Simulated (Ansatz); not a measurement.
Calculated with Ansatz (gas phase, PBE0-D4/def2-TZVP geometries, no zero-point term in ΔE). CCSD(T)/CBS is the MP2 limit (def2-TZVPP, def2-QZVPP) plus CCSD(T) − MP2 in def2-TZVPP, frozen cores. This one scheme is used for every species. DFT in def2-TZVPP. For Ga outer-core shells are correlated without core-valence functions, which leaves a few kJ/mol of doubt a bond. Scalar relativity is left out up to krypton. Each species was taken in one conformer, which may not be the lowest.

`[NH2][GaH][SiH3]` + `O[SiH2]O` → `[NH2][GaH][O][SiH2]O` + SiH₄  (cleavage of the Ga–Si bond)

CCSD(T)/CBS gives -63.8 kJ/mol.

Problem. Another level gave -47.3 kJ/mol. Which?
A. CCSD/def2-TZVPP
B. PBE/def2-TZVPP
C. PBE0/def2-TZVPP
D. ωB97M-V/def2-TZVPP

Solution. C. PBE0 -47.3, ωB97M-V -64.2, CCSD/def2-TZVPP -69.9, PBE -41.3 kJ/mol.

Largest T1 diagnostic among the species: 0.015.

From PBE to PBE0 (25 % exact exchange), in def2-TZVPP and without D4, ΔE moves by −6.0 kJ/mol. In def2-TZVPP, CCSD(T) changes the Hartree–Fock value by +12.7 kJ/mol (the triples alone add +0.7 kJ/mol) and MP2 by +6.9 kJ/mol. The D4 term adds −6.3 kJ/mol with B3LYP and −3.5 kJ/mol with PBE0; it sums over pairs of atoms, weighted by their polarisabilities, and B3LYP, whose exchange is more repulsive, gets the larger term.

B3LYP here is the variant with VWN-RPA as its local correlation; programs differ in this.
